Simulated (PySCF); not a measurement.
C2H8GaN, charge +1, doublet, at a GFN2-xTB geometry (such geometries of metal compounds can be far from the true shape) (a state made from the parent by changing its charge; the spin is typed, not shown lowest), with bond 3-2 at 1.6 times its length; BLYP/STO-3G (PySCF).

The PySCF input:
```python
from pyscf import gto, scf, dft

mol = gto.Mole()
mol.atom = '''
    Ga   -0.01353999    0.00429168   -0.01046814
    C    -1.56671247   -1.37717428   -0.07443168
    H    -0.86844047   -2.90900804   -0.53808960
    H    -2.28740318   -1.01285704   -0.80790788
    H    -1.99052343   -1.42488632    0.93014957
    C     0.16787923    1.82055303   -1.00704532
    H     1.02507073    1.73089935   -1.67656798
    H     0.33897293    2.58538960   -0.24757334
    H    -0.76405407    1.98005687   -1.55125884
    N     1.41077542   -0.44716397    1.09070983
    H     1.51989193   -0.19217765    2.06889340
    H     2.22564867   -0.99502111    0.82688852
'''
mol.basis = 'sto-3g'
mol.charge = 1
mol.spin = 1
mol.verbose = 4
mol.build()

mf = dft.UKS(mol)
mf.xc = 'blyp'
mf.level_shift = 0.1
mf.max_cycle = 100
mf.kernel()
```

Output, abridged:

```
PySCF version 2.14.0

[INPUT] verbose = 4
[INPUT] num. atoms = 12
[INPUT] num. electrons = 57
[INPUT] charge = 1
[INPUT] spin (= nelec alpha-beta = 2S) = 1
[INPUT] symmetry False subgroup None
[INPUT] Mole.unit = angstrom
[INPUT] Symbol           X                Y                Z      unit          X                Y                Z       unit  Magmom
[INPUT]  1 Ga    -0.013539990000   0.004291680000  -0.010468140000 AA   -0.025586872829   0.008110099814  -0.019781917634 Bohr   0.0
[INPUT]  2 C     -1.566712470000  -1.377174280000  -0.074431680000 AA   -2.960657484241  -2.602482214995  -0.140655490191 Bohr   0.0
[INPUT]  3 H     -0.868440470000  -2.909008040000  -0.538089600000 AA   -1.641114643789  -5.497228489758  -1.016841974477 Bohr   0.0
[INPUT]  4 H     -2.287403180000  -1.012857040000  -0.807907880000 AA   -4.322565546659  -1.914022408938  -1.526724627078 Bohr   0.0
[INPUT]  5 H     -1.990523430000  -1.424886320000   0.930149570000 AA   -3.761544127230  -2.692644903439   1.757727942182 Bohr   0.0
[INPUT]  6 C      0.167879230000   1.820553030000  -1.007045320000 AA    0.317245766703   3.440346621947  -1.903039849825 Bohr   0.0
[INPUT]  7 H      1.025070730000   1.730899350000  -1.676567980000 AA    1.937102938008   3.270925720688  -3.168254311415 Bohr   0.0
[INPUT]  8 H      0.338972930000   2.585389600000  -0.247573340000 AA    0.640566001341   4.885678269299  -0.467845808344 Bohr   0.0
[INPUT]  9 H     -0.764054070000   1.980056870000  -1.551258840000 AA   -1.443852936659   3.741765195364  -2.931454355910 Bohr   0.0
[INPUT] 10 N      1.410775420000  -0.447163970000   1.090709830000 AA    2.665979167068  -0.845017436073   2.061142860071 Bohr   0.0
[INPUT] 11 H      1.519891930000  -0.192177650000   2.068893400000 AA    2.872179486637  -0.363163125763   3.909641906920 Bohr   0.0
[INPUT] 12 H      2.225648670000  -0.995021110000   0.826888520000 AA    4.205866435802  -1.880317386061   1.562592838347 Bohr   0.0

nuclear repulsion = 266.071164299133
number of shells = 25
number of NR pGTOs = 123
number of NR cGTOs = 41
basis = sto-3g
ecp = {}

******** <class 'pyscf.dft.uks.UKS'> ********
method = UKS
initial guess = minao
damping factor = 0
level_shift factor = 0.1
DIIS = <class 'pyscf.scf.diis.CDIIS'>
diis_start_cycle = 1
diis_space = 8
diis_damp = 0
SCF conv_tol = 1e-09
SCF conv_tol_grad = None
SCF max_cycles = 100
direct_scf = True
direct_scf_tol = 1e-13
number electrons alpha = 29  beta = 28
XC library pyscf.dft.libxc version 7.1.2
    S. Lehtola, C. Steigemann, M. J. T. Oliveira, and M. A. L. Marques,  SoftwareX 7, 1–5 (2018)
XC functionals = blyp
    A. D. Becke,  Phys. Rev. A 38, 3098 (1988)
    C. Lee, W. Yang, and R. G. Parr,  Phys. Rev. B 37, 785 (1988)
    B. Miehlich, A. Savin, H. Stoll, and H. Preuss,  Chem. Phys. Lett. 157, 200 (1989)
radial grids:
    Treutler-Ahlrichs [JCP 102, 346 (1995); DOI:10.1063/1.469408] (M4) radial grids

becke partition: Becke, JCP 88, 2547 (1988); DOI:10.1063/1.454033
pruning grids: <function nwchem_prune>
grids dens level: 3
symmetrized grids: False
atomic radii adjust function: <function treutler_atomic_radii_adjust>
small_rho_cutoff = 0
Set gradient conv threshold to 3.16228e-05
tot grids = 141512
init E= -2033.83552013236

cycle= 1 E= -2035.73794374198  delta_E= -1.9  |g|= 0.409  |ddm|= 2.79
cycle= 2 E= -2019.2982280453  delta_E= 16.4  |g|= 5.45  |ddm|= 4.25
cycle= 3 E= -2023.78817735191  delta_E= -4.49  |g|= 4.46  |ddm|= 1.12
cycle= 4 E= -2026.41520450492  delta_E= -2.63  |g|= 4.13  |ddm|= 0.695
cycle= 5 E= -2028.43627147566  delta_E= -2.02  |g|= 3.98  |ddm|= 0.562
cycle= 6 E= -2029.04884126318  delta_E= -0.613  |g|= 3.92  |ddm|= 0.264
cycle= 7 E= -2029.02264128258  delta_E= 0.0262  |g|= 3.95  |ddm|= 0.175
cycle= 8 E= -2028.38182872457  delta_E= 0.641  |g|=  4.1  |ddm|= 0.219
cycle= 9 E= -2028.02691951655  delta_E= 0.355  |g|= 4.15  |ddm|= 0.132
cycle= 10 E= -2032.28586232752  delta_E= -4.26  |g|= 1.87  |ddm|=  4.1
cycle= 11 E= -2035.33432090462  delta_E= -3.05  |g|= 0.742  |ddm|= 3.46
cycle= 12 E= -2016.18487355777  delta_E= 19.1  |g|= 5.94  |ddm|= 4.95
cycle= 13 E= -2012.10892136831  delta_E= 4.08  |g|= 6.31  |ddm|= 0.985
cycle= 14 E= -2009.17805246431  delta_E= 2.93  |g|= 6.45  |ddm|= 0.697
cycle= 15 E= -2009.49164436057  delta_E= -0.314  |g|= 6.44  |ddm|= 0.118
cycle= 16 E= -2010.41896571436  delta_E= -0.927  |g|=  6.4  |ddm|=  0.2
cycle= 17 E= -2011.07030173329  delta_E= -0.651  |g|= 6.36  |ddm|= 0.148
cycle= 18 E= -2011.08518550374  delta_E= -0.0149  |g|= 6.36  |ddm|= 0.0432
cycle= 19 E= -2016.86979037331  delta_E= -5.78  |g|=  5.6  |ddm|= 1.72
cycle= 20 E= -2027.40331751926  delta_E= -10.5  |g|= 1.52  |ddm|= 6.05

cycle= 21 E= -1970.36414866861  delta_E=   57  |g|= 4.09  |ddm|= 11.1
cycle= 22 E= -2021.42773633366  delta_E= -51.1  |g|= 1.59  |ddm|= 8.01
cycle= 23 E= -2032.29411814706  delta_E= -10.9  |g|= 1.59  |ddm|= 7.37
cycle= 24 E= -2033.99843115042  delta_E= -1.7  |g|=  1.3  |ddm|= 2.43
cycle= 25 E= -2033.89263254716  delta_E= 0.106  |g|= 1.32  |ddm|= 0.64
cycle= 26 E= -2033.65384235198  delta_E= 0.239  |g|= 1.39  |ddm|= 0.369
cycle= 27 E= -2033.2297489035  delta_E= 0.424  |g|=  1.5  |ddm|= 0.412
cycle= 28 E= -2032.69031008784  delta_E= 0.539  |g|= 1.64  |ddm|= 0.461
cycle= 29 E= -2021.56308027993  delta_E= 11.1  |g|= 2.62  |ddm|= 5.25
cycle= 30 E= -1983.49617864348  delta_E= 38.1  |g|= 3.83  |ddm|= 7.08
cycle= 31 E= -2020.25924801123  delta_E= -36.8  |g|= 2.36  |ddm|= 10.5
cycle= 32 E= -2035.05611380218  delta_E= -14.8  |g|= 0.899  |ddm|=  5.2
cycle= 33 E= -2035.38323904726  delta_E= -0.327  |g|= 0.712  |ddm|=    2
cycle= 34 E= -2035.8081968996  delta_E= -0.425  |g|= 0.299  |ddm|= 0.932
cycle= 35 E= -2035.88481228355  delta_E= -0.0766  |g|= 0.124  |ddm|= 0.551
cycle= 36 E= -2035.89614194399  delta_E= -0.0113  |g|= 0.117  |ddm|= 0.355
cycle= 37 E= -2035.90162393435  delta_E= -0.00548  |g|= 0.0883  |ddm|= 0.147
cycle= 38 E= -2035.89952392314  delta_E= 0.0021  |g|= 0.105  |ddm|= 0.0631
cycle= 39 E= -2035.90508074044  delta_E= -0.00556  |g|= 0.0562  |ddm|= 0.0827
cycle= 40 E= -2035.90744735536  delta_E= -0.00237  |g|= 0.0166  |ddm|= 0.0642
cycle= 41 E= -2035.90775899644  delta_E= -0.000312  |g|= 0.00369  |ddm|= 0.0313
cycle= 42 E= -2035.90782881533  delta_E= -6.98e-05  |g|= 0.0022  |ddm|= 0.0207
cycle= 43 E= -2035.90786532192  delta_E= -3.65e-05  |g|= 0.00267  |ddm|= 0.0195
cycle= 44 E= -2035.90788046124  delta_E= -1.51e-05  |g|= 0.00278  |ddm|= 0.0133
cycle= 45 E= -2035.90788970181  delta_E= -9.24e-06  |g|= 0.00171  |ddm|= 0.00872
cycle= 46 E= -2035.90789353613  delta_E= -3.83e-06  |g|= 0.00081  |ddm|= 0.005
cycle= 47 E= -2035.90789505243  delta_E= -1.52e-06  |g|= 0.000396  |ddm|= 0.00339
cycle= 48 E= -2035.90789588112  delta_E= -8.29e-07  |g|= 0.0003  |ddm|= 0.00286
cycle= 49 E= -2035.90789629875  delta_E= -4.18e-07  |g|= 0.000324  |ddm|= 0.00209
cycle= 50 E= -2035.90789657118  delta_E= -2.72e-07  |g|= 0.000306  |ddm|= 0.00175
cycle= 51 E= -2035.90789675743  delta_E= -1.86e-07  |g|= 0.000209  |ddm|= 0.00141
cycle= 52 E= -2035.90789685844  delta_E= -1.01e-07  |g|= 0.000109  |ddm|= 0.00107
cycle= 53 E= -2035.90789690976  delta_E= -5.13e-08  |g|= 4.22e-05  |ddm|= 0.000822
cycle= 54 E= -2035.90789692841  delta_E= -1.87e-08  |g|= 2.82e-05  |ddm|= 0.000484
cycle= 55 E= -2035.90789693739  delta_E= -8.98e-09  |g|= 2.41e-05  |ddm|= 0.000348
cycle= 56 E= -2035.90789694107  delta_E= -3.68e-09  |g|= 2.61e-05  |ddm|= 0.000226
cycle= 57 E= -2035.90789694294  delta_E= -1.87e-09  |g|= 2.13e-05  |ddm|= 0.000161
cycle= 58 E= -2035.90789694385  delta_E= -9.08e-10  |g|= 1.51e-05  |ddm|= 0.000105
Extra cycle  E= -2035.90789692895  delta_E= 1.49e-08  |g|= 0.000147  |ddm|= 0.000247
SCF not converged.
SCF energy = -2035.90789692895 after 100 cycles  <S^2> = 0.75171291  2S+1 = 2.0017122
```

The run did not converge; its last values are not results.
